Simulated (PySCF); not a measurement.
Spectrum to structure. The calculation used PySCF 2.14.0, density-fitted response routines, TDDFT B3LYP/def2-SVPD, vertical, gas phase, core orbitals frozen in the response. Geometries: GFN2-xTB, one conformer each.

| state | E (eV) | λ (nm) | f |
| --- | --- | --- | --- |
| S1 | 6.12 | 202.6 | 0.030 |
| S2 | 6.18 | 200.5 | 0.018 |
| S3 | 6.44 | 192.5 | 0.0027 |
| S4 | 6.84 | 181.3 | 0.177 |
| S5 | 6.92 | 179.2 | 0.0032 |
| S6 | 7.00 | 177.2 | 0.0054 |
| S7 | 7.07 | 175.5 | 0.013 |
| S8 | 7.10 | 174.6 | 0.151 |

Triplets computed (Tamm–Dancoff): 5.47, 5.75, 6.13 eV.

Orbital energies (eV): HOMO-3 -8.78, HOMO-2 -8.46, HOMO-1 -7.99, HOMO -7.01, LUMO -0.23, LUMO+1 -0.03, LUMO+2 0.28.

Question: Which candidate is it? All have the formula CH11O2PSi3.
A. `O[SiH2]O[Si@H](P)C[SiH3]`
B. `CO[Si@@H]([SiH2]O)[SiH2]P`
C. `CO[Si@@]([SiH3])(P)O[SiH3]`
D. `CO[Si@H](O[SiH3])[SiH2]P`

Answer: A. Its S1, at 6.12 eV, is the highest among the candidates; the nearest of the others has S1 at 5.72 eV. S1 is HOMO→LUMO+1 (66%), HOMO→LUMO+2 (18%), HOMO→LUMO (8%). Löwdin shares by element: HOMO phosphorus 58%, silicon 15% or more, hydrogen 11% or more (atoms not listed hold the other 16%); LUMO oxygen 30% or more, hydrogen 20% or more, silicon 20% or more (atoms not listed hold the other 29%). At the same level the other candidates give, for their lowest levels:
- `CO[Si@@H]([SiH2]O)[SiH2]P`: 5.00 eV (f 0.027); 5.16 eV (f 0.022); 5.48 eV (f 0.010); 5.81 eV (f 0.024); 5.86 eV (f 0.003); T1 4.48 eV; HOMO -7.34, LUMO -1.45 eV
- `CO[Si@H](O[SiH3])[SiH2]P`: 5.50 eV (f 0.032); 5.99 eV (f 0.007); 6.19 eV (f 0.135); 6.45 eV (f 0.030); 6.46 eV (f 0.006); T1 5.08 eV; HOMO -7.17, LUMO -0.79 eV
- `CO[Si@@]([SiH3])(P)O[SiH3]`: 5.72 eV (f 0.056); 5.96 eV (f 0.196); 6.17 eV (f 0.098); 6.59 eV (f 0.006); 6.61 eV (f 0.021); T1 4.89 eV; HOMO -7.00, LUMO -0.58 eV
